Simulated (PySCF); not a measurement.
Predicted microwave data (PBE0-D3(BJ)/def2-SVP geometry optimisation, gas phase (PySCF 2.14.0)) for one isomer of C6H18Si4:

- Rotational constants: A = 878.0, B = 464.3, C = 462.7 MHz
- Dipole components: |μa| = 0.20 D, |μb| = 0.78 D, |μc| = 0.21 D
- Inertial defect: -571.92 u·Å²
- κ: -0.99

Question: Which structure is it? (One computed conformer of each.)
A. `[CH3:1][CH:2]([CH3:3])[Si@H:4]1[SiH2:5][Si@H:6]([CH:7]2[CH2:8][CH2:9]2)[SiH2:10]1` with C1–C2–Si4–Si5 -44°, Si5–Si6–C7–C8 -71°, C2–Si4–Si5–Si6 91°, Si4–Si5–Si6–C7 141°, Si6–C7–C8–C9 -110°, Si5–Si6–Si10–Si4 -21°
B. `[CH2:1]=[CH:2][CH2:3][Si@@H:4]1[SiH2:5][SiH2:6][Si@@H:7]1[CH2:8][CH2:9][CH3:10]` with C1–C2–C3–Si4 103°, C2–C3–Si4–Si5 -69°, Si6–Si7–C8–C9 67°, Si7–C8–C9–C10 -179°
C. `[CH2:1]=[CH:2][CH2:3][SiH2:4][Si:5]([SiH3:6])([SiH3:7])[CH:8]1[CH2:9][CH2:10]1` with C1–C2–C3–Si4 -106°, C2–C3–Si4–Si5 58°, C3–Si4–Si5–Si6 54°, Si4–Si5–C8–C9 162°
D. `[CH2:1]=[CH:2][CH2:3][Si@@H:4]1[SiH2:5][SiH2:6][Si@H:7]1[CH2:8][CH2:9][CH3:10]` with C1–C2–C3–Si4 104°, C2–C3–Si4–Si5 -71°, Si6–Si7–C8–C9 164°, Si7–C8–C9–C10 180°, C3–Si4–Si5–Si6 -84°, Si4–Si5–Si6–Si7 -28°, Si5–Si6–Si7–C8 -83°, C3–Si4–Si7–Si6 81°
E. `[CH3:1][CH:2]([CH3:3])[Si@H:4]1[SiH2:5][Si@@H:6]([CH:7]2[CH2:8][CH2:9]2)[SiH2:10]1` with C1–C2–Si4–Si5 -57°, Si5–Si6–C7–C8 145°

Answer: C. It is C=CC[SiH2][Si]([SiH3])([SiH3])C1CC1, point group C1. The candidates at the same level (rigid rotor, commonest isotopes):

```csv
SMILES,A (MHz),B (MHz),C (MHz),μa (D),μb (D),μc (D),Δ (u·Å²),point group,rotor
CC(C)[Si@H]1[SiH2][Si@@H](C2CC2)[SiH2]1,1023,471.1,439.0,0.02,1.44,0.33,-415.86,C1,asymmetric top
C=CC[Si@@H]1[SiH2][SiH2][Si@H]1CCC,1066,387.8,339.2,0.77,0.68,0.23,-287.19,C1,asymmetric top
C=CC[SiH2][Si]([SiH3])([SiH3])C1CC1,878.0,464.3,462.7,0.20,0.78,0.21,-571.92,C1,–
C=CC[Si@@H]1[SiH2][SiH2][Si@@H]1CCC,879.1,409.4,322.6,0.73,1.38,0.01,-242.42,C1,asymmetric top
CC(C)[Si@H]1[SiH2][Si@H](C2CC2)[SiH2]1,1363,400.8,376.3,0.08,0.04,0.64,-288.82,C1,near-prolate asymmetric top
```

`C=CC[Si@@H]1[SiH2][SiH2][Si@H]1CCC` has C 27 % too low; `CC(C)[Si@H]1[SiH2][Si@@H](C2CC2)[SiH2]1` has A 16 % too high; `C=CC[Si@@H]1[SiH2][SiH2][Si@@H]1CCC` has C 30 % too low; `CC(C)[Si@H]1[SiH2][Si@H](C2CC2)[SiH2]1` has A 55 % too high. No structure here is proved a minimum.
